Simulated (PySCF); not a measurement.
**Computed properties of C₄H₁₀OSi, SMILES C=C(CC)[SiH2]O**

C₄H₁₀OSi, SMILES O[SiH2]C(=C)CC. The structure is a stationary point at B3LYP-D3(BJ)/def2-SVP. The structure was generated by enumeration, and PubChem lists no compound with its InChIKey, so it may never have been made. Other conformers were not sampled. All values are computed for the isolated molecule unless a solvent is named; none is compared with measurement here.

**Structure.** All 42 harmonic modes at B3LYP-D3(BJ)/def2-SVP (PySCF) are real, so it is a minimum. With heavy atoms numbered as in [CH2:1]=[C:2]([CH2:3][CH3:4])[SiH2:5][OH:6], the shortest bond between them is C1–C2 at 1.343 Å and the longest C2–Si5 at 1.881 Å.

**Vibrations.** The strongest infrared lines (harmonic, unscaled, degenerate partners summed) lie at 930 cm⁻¹ (266 km/mol, H 67 %, Si 21 %), 2183 cm⁻¹ (159 km/mol, H 97 %), 829 cm⁻¹ (127 km/mol, O 47 %, H 39 %, Si 14 %). The softest mode is at 62 cm⁻¹ and the zero-point energy is 81.5 kcal/mol.

**Electronic structure.** ωB97X/def2-TZVP (PySCF) places the frontier levels at -9.88 and 1.97 eV, a gap of 11.85 eV, and gives a dipole moment of 1.76 D and a mean polarisability of 76.7 bohr³. PBE/def2-TZVP (PySCF) at the same geometry gives -6.42 and -1.18 eV, so its gap is 6.61 eV narrower. An orbital gap is neither the optical nor the fundamental gap.

**Excitations.** TDA-CAM-B3LYP/def2-SVPD (PySCF) has S1 at 6.69 eV (185 nm, f = 0.003, weak); the most intense of the 6 singlets computed lies at 7.42 eV (f = 0.39). T1 (TDA) is at 4.22 eV, 2.47 eV under S1. TDA-PBE/def2-SVPD (PySCF) puts S1 at 5.72 eV. No vertical singlet excitation falls in the visible range (under 3.1 eV).

**NMR.** GIAO shifts at PBE0/pcSseg-1 (PySCF) (non-relativistic, atoms alike by connectivity averaged): ¹³C from 13.4 to 159.5 ppm against TMS; ¹H from 1.1 to 6.3 ppm against TMS; ²⁹Si at -21.5 ppm against TMS.

**Solvation.** SMD-B3LYP/def2-SVP (PySCF) gives -1.7 kcal/mol in water, -4.0 kcal/mol in chlorobenzene, -2.9 kcal/mol in dimethylsulfoxide (1 M in both phases, gas-phase geometry); of these solvents chlorobenzene holds the molecule best.
